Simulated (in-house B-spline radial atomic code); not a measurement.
Results of a calculation; reference values are marked as such.
# Correlation energy from the adiabatic connection: −Z exp(−kr)/r, Z = 2.11, k = 0.36

Two electrons in a singlet, external potential −Z exp(−kr)/r, Z = 2.11, k = 0.36 (atomic units). Full CI in B-splines (partial waves to l = 8, correlation up to 0.6 % small) with the density held fixed gives W(λ) = <V_ee>_λ − U, and E_c is the integral of W(λ) − W(0) from 0 to 1.

```tsv
λ	W(λ) − W(0) (hartree)
0	0.00000
0.02	-0.00195
0.05	-0.00484
0.12	-0.01144
0.25	-0.02318
0.4	-0.03594
0.6	-0.05177
0.8	-0.06638
1	-0.07991
```

(1) Integrate the table by the trapezoid rule.

(2) Now use only three numbers: W(0) = -1.0489, the initial slope W'(0) = -0.09788 (extrapolated from the first points) and the strong-coupling limit of the point-charge-plus-continuum model, W∞ = -1.5004. What do second-order theory and the interpolation W(λ) = W∞ + (W(0) − W∞)/√(1 + 2χλ) of Seidl, Perdew and Levy give?

Results:

(1) The strips give -0.00002, -0.00010, -0.00057, -0.00225, -0.00443, -0.00877, -0.01182, -0.01463, which sum to -0.04259 hartree. The direct value, W(1) − W(0) + T_c with T_c = 0.03724, is -0.04267; the curve is convex, so chords lie above it and the trapezoids fall short in size by 0.18 %.

(2) Second order keeps the slope alone: E_c = W'(0)/2 = -0.04894, +15 % in size against -0.04267. Matching the slope fixes χ = W'(0)/(W∞ − W(0)) = -0.09788/(-0.45150) = 0.21679. Integrating, with s = √(1 + 2χ) = 1.197321, E_c = −(W(0) − W∞)(s − 1)/(s + 1) = −0.45150 × 0.197321/2.197321 = -0.04054 hartree, -5.0 % in size against the full result. At λ = 1 the formula gives W − W(0) = -0.07441 against -0.07991. Part of the miss can come from the model's W∞.
